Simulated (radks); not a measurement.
Values are calculated unless marked as measured or tabulated.
Problem. The iodine anion I-, configuration [Xe]. Level of theory: scalar-relativistic Kohn-Sham, LDA (Slater exchange, Perdew-Wang correlation), spin-polarised, spherical densities, finite nucleus; Fermi nuclear charge, rms radius 4.75 fm; Watson sphere of charge +1 and radius 4.67 bohr (a radial shooting solver on a logarithmic mesh with Libxc functionals). Some entries of the table are withheld. Estimate them.

| orbital | occ. | eigenvalue (hartree) | <r> (bohr) | r(max) (bohr) |
|---|---|---|---|---|
| 1s | 2 | -1210.636 | 0.02725 | 0.01756 |
| 2s | 2 | -187.0071 | 0.1173 | (1) |
| 2p | 6 | (2) | 0.1025 | 0.07950 |
| 3s | 2 | -37.65049 | 0.3146 | (3) |
| 3p | 6 | -31.47004 | 0.3125 | 0.2796 |
| 3d | 10 | -22.18370 | 0.2888 | 0.2315 |
| 4s | 2 | (4) | 0.7402 | 0.6802 |
| 4p | 6 | -4.58588 | 0.7924 | 0.7147 |
| 4d | 10 | -1.75650 | 0.9230 | 0.7782 |
| 5s | 2 | -0.57089 | 1.995 | 1.704 |
| 5p | 6 | -0.20673 | 2.650 | 2.064 |

Solution. 
(1) 2s r(max) (bohr): 0.09922
(2) 2p eigenvalue (hartree): -167.9411
(3) 3s r(max) (bohr): 0.2860
(4) 4s eigenvalue (hartree): -6.52646
